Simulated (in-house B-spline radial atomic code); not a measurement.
# Ionising the molybdenum ion Mo²⁷⁺ with different functionals

Computed with a radial B-spline atomic code at the basis-set limit: scalar-relativistic (spin-free X2C) Hamiltonian, Fermi nucleus of rms radius 4.4091 fm, spin-polarised at highest spin, spherical fractional occupations for the functionals, the average over the highest-spin determinants for Hartree-Fock. The ionisation energy is the difference of two self-consistent energies, [Ne] 3s2 3p3 → [Ne] 3s2 3p2, without Breit or QED terms; ε is the level of the shell that loses the electron (its least bound occupied spin orbital). There is no spin-orbit coupling in this Hamiltonian.

Hybrids are left out here: with spherical fractional occupations of an open shell their exact exchange keeps a self-interaction that integer-occupation calculations don't have.

```csv
method,rung,ΔSCF (eV),-ε(3p) (eV)
Hartree-Fock,Hartree-Fock,?,?
LDA VWN5,LDA,1463.89,1433.39
BP86,GGA,?,?
RPBE,GGA,1464.75,1434.43
```

Question: What does BP86 give?

Answer: ΔSCF 1464.85 eV, and -ε(3p) = 1434.47 eV.

Question: What does Hartree-Fock give?

Answer: ΔSCF 1463.98 eV, and -ε(3p) = 1464.56 eV.

Question: How do they compare with the NIST value?

Answer: NIST lists 1462 eV ± 6 (semi-empirical, ground level to ground level). Errors run from +1.89 to +2.85 eV; all lie within about twice that uncertainty, so the table can't rank the methods. Hartree-Fock also lacks correlation.
